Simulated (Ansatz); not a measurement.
The cluster Ag₂Au. Charge 0, multiplicity 2. Geometry r2SCAN-D4/def2-TZVP.

```xyz
3

Au   -0.240   -1.129    1.065
Ag   -0.389   -0.197   -1.455
Ag    0.629    1.326    0.390
```

In the def2 sets Ag, Au take a core potential; there is no spin–orbit coupling. The structure comes from a short search, and lower isomers may exist.

(1) Estimate the α-spin orbital energies around the gap (eV) in Ansatz with PBE-D4/def2-SVP, r2SCAN-D4/def2-TZVP, r2SCANh-D4/def2-TZVP, r2SCAN0-D4/def2-TZVP, ωB97M-V/def2-TZVP.

Results:

(1) 
| orbital | PBE-D4/def2-SVP | r2SCAN-D4/def2-TZVP | r2SCANh-D4/def2-TZVP | r2SCAN0-D4/def2-TZVP | ωB97M-V/def2-TZVP |
| --- | --- | --- | --- | --- | --- |
| HOMO−9 | -7.53 | -7.71 | -8.38 | -9.42 | -11.67 |
| HOMO−8 | -7.44 | -7.62 | -8.30 | -9.33 | -11.58 |
| HOMO−7 | -7.40 | -7.58 | -8.24 | -9.24 | -11.49 |
| HOMO−6 | -6.88 | -7.04 | -7.50 | -8.27 | -10.41 |
| HOMO−5 | -6.54 | -6.73 | -7.25 | -8.07 | -10.26 |
| HOMO−4 | -6.47 | -6.67 | -7.22 | -8.07 | -10.24 |
| HOMO−3 | -6.42 | -6.62 | -7.18 | -8.03 | -10.23 |
| HOMO−2 | -6.39 | -6.56 | -7.10 | -7.92 | -10.04 |
| HOMO−1 | -6.27 | -6.45 | -6.89 | -7.44 | -9.31 |
| HOMO | -4.13 | -4.30 | -4.47 | -4.74 | -5.92 |
| LUMO | -3.61 | -3.46 | -3.16 | -2.73 | -1.13 |
| LUMO+1 | -1.59 | -1.41 | -1.20 | -0.90 | 0.34 |
| LUMO+2 | -1.05 | -0.85 | -0.64 | -0.33 | 0.78 |
| LUMO+3 | -0.69 | -0.49 | -0.27 | 0.06 | 1.19 |
| LUMO+4 | -0.52 | -0.30 | -0.08 | 0.23 | 1.43 |
| LUMO+5 | 0.37 | 0.82 | 1.02 | 1.30 | 2.08 |
| β HOMO | -6.14 | -6.27 | -6.65 | -7.12 | -8.85 |
| β LUMO | -3.65 | -3.36 | -3.03 | -2.54 | -1.19 |
